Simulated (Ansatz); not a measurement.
A nudged elastic band was laid between two geometries of AlH4NO2 + H2 (10 atoms, charge 0, multiplicity 1).

Level of theory: Ansatz 0.2.0, RKS BHLYP-D4/def2-SVP.

```
movable images  : 9
climbing image  : yes
spring          : 5.0 eV/Å²
optimiser       : quadratic models (default)
start path      : through a guess of the saddle point
force threshold : 0.05 eV/Å
iteration limit : 60
end points      : relaxed
```

Image 0:

```xyz
10
Properties=species:S:1:pos:R:3
Al 0.057 -0.418 0.321
N -0.030 -0.359 2.076
H -0.864 -0.396 2.637
H 0.783 -0.308 2.667
O 1.590 -0.365 -0.383
H 1.783 -0.407 -1.311
O -1.294 -0.566 -0.680
H -2.215 -0.652 -0.473
H -0.241 2.621 0.530
H -0.194 2.175 1.137
```

Image 10:

```xyz
10
Properties=species:S:1:pos:R:3
Al -0.115 0.415 0.012
N -0.009 0.298 2.017
H -0.798 -0.271 2.303
H 0.851 -0.198 2.226
O 1.399 -0.374 -0.240
H 1.902 -0.390 -1.044
O -1.557 -0.530 -0.058
H -2.062 -0.741 -0.834
H -0.215 1.946 -0.395
H -0.022 1.169 2.532
```

Task: What changes between the two ends?

Result: Bonds broken: H9–H10. Bonds formed: Al1–H9, N2–H10. AlH4NO2 + H2 becomes AlH6NO2.

Task: Give the energies along the band, and the barrier.

Result: It converged. The highest image is number 5 of 0 to 10, 0.82 eV above the first end and 1.60 eV above the last; the last end lies 0.79 eV below the first. Beside the main top the profile has a ripple of under 15 meV (maxima at images 2, 5), which may be a very shallow well or noise. A vibrational analysis at the climbing image gives one clearly imaginary mode, 1383i cm⁻¹: a first-order saddle point. The orbitals stay closed-shell, which can raise the energy where a bond breaks towards radicals; this wasn't checked here.

```
image  path coordinate (Å)  energy (eV)  H9–H10 (Å)  Al1–H9 (Å)  N2–H10 (Å)
    0                 0.00         0.00        0.75        3.06        2.71
    1                 0.80         0.00        0.75        2.69        2.93
    2                 1.59         0.03        0.75        2.52        2.77
    3                 2.39         0.01        0.75        2.66        2.91
    4                 3.18         0.09        0.76        2.34        2.22
    5                 3.96         0.82        1.01        1.81        1.39
    6                 4.36         0.10        1.45        1.67        1.08
    7                 4.75        -0.43        1.92        1.61        1.02
    8                 5.14        -0.66        2.36        1.59        1.01
    9                 5.53        -0.76        2.74        1.59        1.01
   10                 5.93        -0.79        3.03        1.59        1.01
```

Task: What is the geometry of the highest image?

Result: 
```xyz
10
Properties=species:S:1:pos:R:3
Al -0.083 0.032 0.261
N -0.024 0.183 2.124
H -0.831 -0.036 2.693
H 0.824 -0.010 2.638
O 1.414 -0.411 -0.396
H 1.717 -0.428 -1.294
O -1.605 -0.419 -0.323
H -1.859 -0.803 -1.151
H -0.108 1.824 0.529
H -0.069 1.392 1.440
```

The band took 34 iterations and of the order of 20 core-minutes.

Run time: 10 min on 2 threads of Arm Neoverse V1 (shared host), peak memory 0.17 GiB.
